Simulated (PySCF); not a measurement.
A structure optimised at PBE-D3(BJ)/def2-SVP, used in a PySCF frequency run:

```
O
C 1 1.4072
H 2 1.1123 1 110.15
H 2 1.1123 3 107.51 1 -120.04
H 2 1.1139 3 107.90 4 -116.13
Al 1 1.6950 2 135.95 3 120.79
Cl 6 2.0919 1 118.12 2 -180.00
Cl 6 2.1018 1 121.15 2 0.00
```
Charge 0, spin multiplicity 1.

**Question.** Write its SMILES, formula and point group.

**Answer.** C[O][Al]([Cl])[Cl], CH₃AlCl₂O, Cs

**Question.** What are its rotational constants (standard atomic weights)?

**Answer.** 2.4336, 1.7750, 1.0332 GHz
